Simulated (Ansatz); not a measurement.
Harmonic vibrations of the cluster In5⁺ by finite differences.

```yaml
crystal:
  periodic: [false, false, false]
  atoms:
    - {symbol: In, position_ang: [-0.659713, 3.042593, -0.041967]}
    - {symbol: In, position_ang: [2.078056, 1.508208, -0.012461]}
    - {symbol: In, position_ang: [0.236606, -0.962462, 0.015583]}
    - {symbol: In, position_ang: [0.828743, -4.080961, 0.057481]}
    - {symbol: In, position_ang: [-2.483692, 0.492612, -0.018637]}
basis:
  gaussian: {orbitals: def2-SVP}
total_charge: 1
hamiltonian: {xc: pbe, dispersion: d4}
scf: {omitted_lower_state_checks: [starts]}
phonons: {temperatures: {t_min: 298.15, t_max: 900, t_step: 200}}
```

```sh
$ ansatz run in.yaml --threads 4 --pin off --events-out ev --progress --plain --max-ram 4787MiB
```

Shortened log:

```
Functional definition: PBE
mean field -25866.91315312 eV, -950.5915251537 hartree, gradient 1.6e-5 eV, S^2 0.000000; 0 other end points of the search recorded, 0 dependent functions left out
mean field -25866.91316236 eV, -950.5915254933 hartree, gradient 2.0e-6 eV, S^2 0.000000; 0 other end points of the search recorded, 0 dependent functions left out
mean field -25866.91313118 eV, -950.5915243474 hartree, gradient 2.2e-6 eV, S^2 0.000000; 0 other end points of the search recorded, 0 dependent functions left out
mean field -25866.91307153 eV, -950.5915221554 hartree, gradient 2.9e-6 eV, S^2 0.000000; 0 other end points of the search recorded, 0 dependent functions left out
mean field -25866.91322273 eV, -950.5915277119 hartree, gradient 2.9e-6 eV, S^2 0.000000; 0 other end points of the search recorded, 0 dependent functions left out
mean field -25866.91315227 eV, -950.5915251224 hartree, gradient 2.4e-6 eV, S^2 0.000000; 0 other end points of the search recorded, 0 dependent functions left out
mean field -25866.91315311 eV, -950.5915251532 hartree, gradient 2.4e-6 eV, S^2 0.000000; 0 other end points of the search recorded, 0 dependent functions left out
mean field -25866.91310112 eV, -950.5915232426 hartree, gradient 2.5e-6 eV, S^2 0.000000; 0 other end points of the search recorded, 0 dependent functions left out
mean field -25866.91319081 eV, -950.5915265390 hartree, gradient 1.7e-6 eV, S^2 0.000000; 0 other end points of the search recorded, 0 dependent functions left out
mean field -25866.91315920 eV, -950.5915253770 hartree, gradient 2.2e-6 eV, S^2 0.000000; 0 other end points of the search recorded, 0 dependent functions left out
mean field -25866.91313532 eV, -950.5915244994 hartree, gradient 1.3e-6 eV, S^2 0.000000; 0 other end points of the search recorded, 0 dependent functions left out
mean field -25866.91315415 eV, -950.5915251916 hartree, gradient 1.8e-6 eV, S^2 0.000000; 0 other end points of the search recorded, 0 dependent functions left out
mean field -25866.91315132 eV, -950.5915250877 hartree, gradient 1.8e-6 eV, S^2 0.000000; 0 other end points of the search recorded, 0 dependent functions left out
mean field -25866.91313668 eV, -950.5915245496 hartree, gradient 1.4e-6 eV, S^2 0.000000; 0 other end points of the search recorded, 0 dependent functions left out
mean field -25866.91315539 eV, -950.5915252371 hartree, gradient 1.5e-6 eV, S^2 0.000000; 0 other end points of the search recorded, 0 dependent functions left out
mean field -25866.91314847 eV, -950.5915249830 hartree, gradient 9.7e-7 eV, S^2 0.000000; 0 other end points of the search recorded, 0 dependent functions left out
mean field -25866.91312961 eV, -950.5915242899 hartree, gradient 1.5e-6 eV, S^2 0.000000; 0 other end points of the search recorded, 0 dependent functions left out
mean field -25866.91314970 eV, -950.5915250281 hartree, gradient 1.4e-6 eV, S^2 0.000000; 0 other end points of the search recorded, 0 dependent functions left out
mean field -25866.91315481 eV, -950.5915252157 hartree, gradient 1.3e-6 eV, S^2 0.000000; 0 other end points of the search recorded, 0 dependent functions left out
mean field -25866.91315110 eV, -950.5915250796 hartree, gradient 9.6e-7 eV, S^2 0.000000; 0 other end points of the search recorded, 0 dependent functions left out
mean field -25866.91315461 eV, -950.5915252084 hartree, gradient 8.8e-7 eV, S^2 0.000000; 0 other end points of the search recorded, 0 dependent functions left out
mean field -25866.91316935 eV, -950.5915257500 hartree, gradient 1.8e-6 eV, S^2 0.000000; 0 other end points of the search recorded, 0 dependent functions left out
mean field -25866.91312488 eV, -950.5915241161 hartree, gradient 2.1e-6 eV, S^2 0.000000; 0 other end points of the search recorded, 0 dependent functions left out
mean field -25866.91315303 eV, -950.5915251505 hartree, gradient 6.0e-7 eV, S^2 0.000000; 0 other end points of the search recorded, 0 dependent functions left out
mean field -25866.91315293 eV, -950.5915251468 hartree, gradient 7.9e-7 eV, S^2 0.000000; 0 other end points of the search recorded, 0 dependent functions left out
mean field -25866.91318601 eV, -950.5915263623 hartree, gradient 2.4e-6 eV, S^2 0.000000; 0 other end points of the search recorded, 0 dependent functions left out
mean field -25866.91310528 eV, -950.5915233956 hartree, gradient 1.4e-6 eV, S^2 0.000000; 0 other end points of the search recorded, 0 dependent functions left out
mean field -25866.91317959 eV, -950.5915261265 hartree, gradient 2.4e-6 eV, S^2 0.000000; 0 other end points of the search recorded, 0 dependent functions left out
mean field -25866.91311559 eV, -950.5915237745 hartree, gradient 1.9e-6 eV, S^2 0.000000; 0 other end points of the search recorded, 0 dependent functions left out
mean field -25866.91315425 eV, -950.5915251951 hartree, gradient 1.8e-6 eV, S^2 0.000000; 0 other end points of the search recorded, 0 dependent functions left out
mean field -25866.91315123 eV, -950.5915250842 hartree, gradient 1.8e-6 eV, S^2 0.000000; 0 other end points of the search recorded, 0 dependent functions left out
Total energy: -25867.17771044 eV, -950.6012474560 hartree
Atom 0 at    -0.659713     3.042593    -0.041967 Å, force     0.000943    -0.007051    -0.000461 eV/Å
Atom 1 at     2.078056     1.508208    -0.012461 Å, force     0.001640     0.000647     0.000660 eV/Å
Atom 2 at     0.236606    -0.962462     0.015583 Å, force    -0.000907    -0.003887    -0.000834 eV/Å
Atom 3 at     0.828743    -4.080961     0.057481 Å, force    -0.001673     0.010121    -0.000021 eV/Å
Atom 4 at    -2.483692     0.492612    -0.018637 Å, force    -0.000003     0.000170     0.000656 eV/Å
Dipole moment:     0.101304    -0.526071     0.007314 e Å
Vibrations: 8.05 20.16 34.32 46.35 72.20 89.14 93.96 101.75 123.96 cm⁻¹, zero-point energy 0.036569 eV
Checks for a lower state left out: starts
```

Run time 37 s (4 threads of Arm Neoverse V2 on a shared host).

In the def2 sets In takes a core potential; there is no spin–orbit coupling. The restricted singlet is unstable towards broken spin symmetry at other levels; at PBE-D4/def2-SVP this wasn't settled. At PBE0-D4/def2-TZVP a triplet of charge 1 lies 0.24 eV below the restricted singlet, each at its own geometry. The structure comes from a short search, and lower isomers may exist.
